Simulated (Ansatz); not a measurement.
## From F to Br: the HOMO–LUMO gap

All atoms of one element are swapped for its congeners: SiH(CH3)F2; SiH(CH3)Cl2 (methyldichlorosilane); SiH(CH3)Br2. All are singlets with charge 0.

Shapes, held fixed at every level: PBE0-D4/def2-TZVP. Programs: Ansatz 0.2.0. Values in eV.

```
               level  SiH(CH3)F2  SiH(CH3)Cl2  SiH(CH3)Br2
   PBE-D4/def2-TZVPP        8.05         7.06         6.03
r2SCAN-D4/def2-TZVPP        8.91         7.82         6.71
 B3LYP-D4/def2-TZVPP        9.95         8.93         7.70
  PBE0-D4/def2-TZVPP       10.42         9.39         8.21
  wB97M-V/def2-TZVPP       14.18        13.47        12.31
  wB97X-V/def2-TZVPP       14.81        13.95        12.68
```

At wB97X-V/def2-TZVPP the HOMO–LUMO gap falls at every step, from 14.81 to 12.68 eV. Every level shows the same order. Relativity is left out for Br unless named. Orbital gaps aren't excitation energies, and the LUMO depends on the basis.
